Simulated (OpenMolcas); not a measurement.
A run on Rh4+ among 6 point charges of -1.5 e arranged as an octahedron (Oh), 2.02 Å from the ion.
```
   2.0200    0.0000    0.0000  -1.50
   0.0000    2.0200    0.0000  -1.50
  -2.0200    0.0000    0.0000  -1.50
   0.0000   -2.0200    0.0000  -1.50
   0.0000    0.0000    2.0200  -1.50
   0.0000    0.0000   -2.0200  -1.50
```

```json
{
 "Program": "OpenMolcas",
 "Method": "CASSCF",
 "Basis": "ANO-RCC-VDZP [6s5p3d1f]",
 "Scalar Hamiltonian": "DKH2, point nucleus",
 "Active space": "5 electrons in 5 orbitals (4d)",
 "State averaging": "2S+1 = 6 even, 1 root; 2S+1 = 4 even, 24 roots; 2S+1 = 2 even, 75 roots",
 "Spin-orbit coupling": "RASSI with atomic mean-field integrals over the reference wave functions"
}
```

43 basis functions. Blocks (2S+1, parity, CSFs, roots kept): 6, even, 1, 1; 4, even, 24, 24; 2, even, 75, 75.

Task: How long do the RASSCF and RASSI steps take on 1 thread of Arm Neoverse V1, on a shared host?

Result: About 29 s of wall time, without the integral step.
